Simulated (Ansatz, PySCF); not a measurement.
Species: sum formula H$_{6}$SiNO$_{3}$, net charge 1, singlet state. It need not be the lowest isomer of its formula. 
Structure (B3LYP-D3(BJ)/def2-TZVP (Ansatz, a first-principles code) minimum search):
SMILES: O[Si]([NH3+])(O)O
```xyz
11

Si     0.1253     0.1468    -0.0049
O      1.3631    -0.5307    -0.7612
O      0.3190     0.4388     1.5572
O     -0.7070     1.2341    -0.8345
N     -1.0920    -1.2792     0.0431
H      1.7992    -0.1746    -1.5414
H      1.1654     0.4862     2.0122
H     -0.8722     2.1393    -0.5534
H     -0.6308    -2.1557     0.2970
H     -1.8340    -1.1140     0.7269
H     -1.5386    -1.4199    -0.8658
```
Charge +1, spin multiplicity 1.

Total electronic energies in hartree. Valence correlation only, unless marked. No spin-orbit coupling. Non-relativistic. Basis-set limits of correlation are two-point, X^-3; Hartree-Fock from the larger set. [CCSD(T)-MP2]/basis is that difference in the basis named.

```tsv
level	program	energy (Eh)
HF/def2-TZVPD	PySCF	-571.59746
HF-D3(BJ)/def2-TZVPD	PySCF + dftd3	-571.65847
revPBE/def2-TZVPD	Ansatz	?
PBE0-D4/def2-TZVPD	Ansatz + dftd4	-573.20470
r2SCANh-D4/def2-TZVPD	Ansatz + dftd4	-573.44599
B2PLYP/def2-TZVPD	Ansatz	?
RPA@PBE/cc-pV(T+d)Z	Ansatz	?
CCSD(T)/cc-pV(T+d)Z	Ansatz	-572.69997
RI-MP2/CBS(cc-pV(T+d)Z,cc-pV(Q+d)Z)+[CCSD(T)-MP2]/cc-pV(T+d)Z	Ansatz	-572.8680
```

### Question
Fill in the missing entries.

### Answer

- revPBE/def2-TZVPD, energy (Eh): -573.46058
- B2PLYP/def2-TZVPD, energy (Eh): -573.31952
- RPA@PBE/cc-pV(T+d)Z, energy (Eh): -573.16089
